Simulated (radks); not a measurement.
Values are calculated unless marked as measured or tabulated.
Fractional charge and spin in the 4s shell of gallium: the spin-up occupation runs from 0 to 1 and the spin-down occupation from 0 to 1; the fullest corner is Ga+, [Ar] 3d10 4s(up 1, down 1). Level of theory: scalar-relativistic Kohn-Sham, PBE, spin-polarised, spherical densities, point nucleus (a radial shooting solver on a logarithmic mesh with Libxc functionals). Energy (eV) above the fullest corner. The planes named below are the two flat planes that join the four corners, with an edge along up + down = one added electron.

| down \ up | 0 | 0.25 | 0.5 | 0.75 | 1 |
|---|---|---|---|---|---|
| 0 | 52.400 | 43.564 | 35.356 | 27.767 | 20.791 |
| 0.25 | 43.564 | 35.447 | 27.943 | 21.044 | 14.744 |
| 0.5 | 35.356 | 27.943 | 21.128 | 14.906 | 9.268 |
| 0.75 | 27.767 | 21.044 | 14.906 | 9.347 | 4.357 |
| 1 | 20.791 | 14.744 | 9.268 | 4.357 | 0.000 |

Corners above the fullest one (they belong to Ga2+ and the next ion): (up 1, down 0) 20.791 eV, (up 0, down 1) 20.791 eV, (up 0, down 0) 52.400 eV. With half an added electron in each spin the energy lies 0.338 eV from the planes (fractional-spin error, the static-correlation error of a stretched bond), and with half an added electron in spin up alone -1.240 eV (fractional-charge error). For a frontier s shell over closed shells the exact functional lies on the planes.
